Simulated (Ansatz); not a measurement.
Ansatz (an electronic-structure program) input (RI-MP2/def2-TZVPP):
A basis named .json is the Basis Set Exchange file of that set.

Ansatz 0.2 input:
```yaml
crystal:
  periodic: [false, false, false]
  atoms:
    - {symbol: Sn, position_ang: [-0.00150192, -0.01055833, 1.00959853]}
    - {symbol: Br, position_ang: [1.07054344, 1.79064646, -0.70090320]}
    - {symbol: Br, position_ang: [-1.06839784, -1.77556313, -0.74138041]}
basis:
  gaussian:
    orbitals: def2-TZVPP
    fitting: {mean_field: def2-universal-jkfit, correlation: def2-TZVPP-RIFIT.json}
total_charge: -1
magnetization: {spin_polarized: true, initial_magnetization: 1}
correlation: {method: mp2, electrons: outside_noble_gas}
```

Output:

```
Functional definition: HF
integrals: 0.12 GiB planned
750 factors; integrals over basis functions are off by at most 4.4e-1 eV
502 factors; integrals over basis functions are off by at most 1.2e2 eV
mean field: 0.87 GiB planned
mean field evaluation 1: about -145807.8074 eV, gradient 9.7e0 eV
mean field evaluation 2: about -145808.3861 eV, gradient 5.2e0 eV
mean field evaluation 4: about -145808.5699 eV, gradient 5.1e-1 eV
mean field evaluation 8: about -145808.5767 eV, gradient 1.7e-6 eV
mean field -145808.57665203 eV, -5358.3663593590 hartree, gradient 1.7e-6 eV, S^2 0.769676; 0 other end points of the search recorded, 0 dependent functions left out
37 core orbitals not correlated
reference -145808.57665203 eV, -5358.3663593590 hartree; 10, 9 occupied and 99, 100 virtual orbitals, 502 factors
second order -10.80096057 eV of doubles, -0.00000000 eV of singles
Total energy: -145819.37761259 eV, -5358.7632873387 hartree
```
